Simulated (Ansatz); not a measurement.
`OC(F)[SeH]` + H–F → `OC(F)F` + H₂Se  (substitution at a C–Se bond)

Computed with Ansatz on PBE0-D4/def2-TZVP structures; ΔE is electronic, products minus reactants. CBS: MP2 limit from def2 TZ/QZ plus the TZ coupled-cluster correction, frozen cores. This one scheme is used for every species. DFT in def2-TZVPP. B3LYP here is the variant with VWN-RPA as its local correlation; programs differ in this. For Se outer-core shells are correlated without core-valence functions, which leaves a few kJ/mol of doubt a bond. Scalar relativity is left out up to krypton. One conformer a species, not always the lowest.

`OC(F)[SeH]`:

Z-matrix (Å, degrees):
```
C
F 1 1.369
Se 1 1.981 2 108.5
O 1 1.357 2 111.5 3 -121.6
H 1 1.089 2 108.0 3 119.7
H 3 1.467 1 94.0 2 34.6
H 4 0.965 1 108.9 2 66.8
```

H–F:

```xyz
2

F     0.439   -0.136   -0.020
H    -0.439    0.136    0.020
```

`OC(F)F`:

Cartesian coordinates in Å:
```
O 0.153 -0.838 0.679
C -0.172 0.039 -0.290
F 0.931 0.528 -0.905
F -0.819 1.118 0.216
H 0.716 -0.393 1.325
H -0.809 -0.454 -1.025
```

H₂Se:

```xyz
3

Se    0.020    0.024   -0.684
H     0.623    0.822    0.389
H    -0.643   -0.846    0.295
```

Question: Is it downhill or uphill in electronic energy at CCSD(T)/CBS, and by how much? (An estimate is asked.)

Answer: The calculation gave: Downhill: ΔE = -19.7 kJ/mol.

Question: What do these levels give: BLYP-D4, B3LYP-D4, PBE-QIDH, BLYP, r2SCAN, MP2/def2-QZVPP? (An estimate is asked.)

Answer: Ansatz gave: BLYP-D4 -21.9, B3LYP-D4 -28.4, PBE-QIDH -30.1, BLYP -30.9, r2SCAN -33.1, MP2/def2-QZVPP -13.7 kJ/mol.

Largest T1 diagnostic among the species: 0.012.

From PBE to PBE0 (25 % exact exchange), in def2-TZVPP and without D4, ΔE moves by −5.7 kJ/mol. At CCSD(T), def2-SVP lies −42.9 kJ/mol from the extrapolated value and def2-TZVPP −8.1 kJ/mol.
